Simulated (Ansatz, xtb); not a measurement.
Pulling on the Si1–H2 bond in H4Si2 (SMILES [SiH][SiH3]) (multiplicity 1 held, fragments rigid). Energies count from the point at 1.524 Å.
Geometry at that point (charge 0, multiplicity 1):
```xyz
6

Si    -0.0034     1.0372     0.8259
H     -0.4439     1.8615    -0.3774
Si     0.0292    -0.8910    -0.5979
H      0.9795    -0.6606    -1.7212
H     -1.3262    -1.1003    -1.1784
H      0.4294    -2.1475     0.0843
```

R- and RO- levels are restricted; in cc, def2 and unpolarised 6-31G sets they are followed outwards from rest. U- levels take the lowest unrestricted solution at each point, which mixes spins at long bonds. Curves can end on different states.

Programs: Ansatz (a first-principles code); xtb for the GFN methods. Each number belongs to the level named beside it. The GFN methods have no spin term and hold the electronic entropy of 300 K.

**Question.** One of these levels gives 3.259 eV for the energy at R = 4.876 Å. Name it.
A. U-HF/cc-pV(T+d)Z
B. GFN2-xTB
C. R-PBE/cc-pV(T+d)Z

**Answer.** B, GFN2-xTB. The others give 2.575 (U-HF/cc-pV(T+d)Z), 4.339 (R-PBE/cc-pV(T+d)Z)

Doubts at one or more of the structures used: a spin-contaminated determinant (U-HF/cc-pV(T+d)Z); a restricted determinant that unrestricted orbitals would lower (R-PBE/cc-pV(T+d)Z).
